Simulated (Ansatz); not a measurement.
`[O]=[Mo]([F])([F])=[S]` + NH₃ → `[NH2][Mo](=[O])([F])=[S]` + H–F at 400 K and 1 bar (ligand exchange at a Mo–F bond).

Calculated with Ansatz (gas phase, PBE0-D4/def2-TZVP geometries, no zero-point term in ΔE). CBS: MP2 limit from def2 TZ/QZ plus the TZ coupled-cluster correction, frozen cores. This one scheme is used for every species. Elements past krypton have def2 core potentials. For Mo outer-core shells are correlated without core-valence functions, which leaves a few kJ/mol of doubt a bond. Each species was taken in one conformer, which may not be the lowest.

| species | CCSD(T)/CBS energy (Eh) | H − E (kJ/mol) | S (J/(mol·K)) |
| --- | --- | --- | --- |
| `[O]=[Mo]([F])([F])=[S]` | -740.83114 | 52.2 | 357.8 |
| NH₃ | -56.50880 | 104.2 | 203.1 |
| `[NH2][Mo](=[O])([F])=[S]` | -696.93442 | 117.4 | 372.4 |
| H–F | -100.39570 | 36.5 | 182.2 |

H − E and S are ideal-gas, rigid-rotor, harmonic terms from PBE0-D4/def2-TZVP, for one conformer and one mirror image of each species. 1 Eh = 2625.50 kJ/mol, R = 8.31446 J/(mol·K).

Task: By hand: ΔE, ΔH, ΔS and ΔG.

Result: ΔE = (-696.93442) + (-100.39570) − (-740.83114) − (-56.50880) = 0.00982 Eh = 25.8 kJ/mol. Δ(H − E) = 117.4 + 36.5 − 52.2 − 104.2 = -2.5, so ΔH = 23.3 kJ/mol. ΔS = 372.4 + 182.2 − 357.8 − 203.1 = -6.3 J/(mol·K). ΔG = 23.3 − 400 × (-6.3)/1000 = 25.8 kJ/mol.

Task: By hand: the equilibrium constant, and the temperature at which ΔG would vanish if ΔH and ΔS stayed fixed.

Result: log₁₀ K = −ΔG/(RT ln 10) = -3.4. ΔH and −TΔS have one sign here, so there is no such temperature.

The number of gas molecules stays the same, so ΔS is small and ΔH decides. A doubt of 5 kJ/mol in ΔE shifts log₁₀ K by 0.7 here. Other conformers and mirror images would add mixing entropy, several J/(mol·K) or more a flexible species. These are equilibria of isolated gas molecules and say nothing of rates. Largest T1 diagnostic: 0.025 (customary marks: 0.02 for closed shells, 0.045 for open ones).

ΔS is within the doubt of such terms, so its sign, and with it that verdict, could turn.
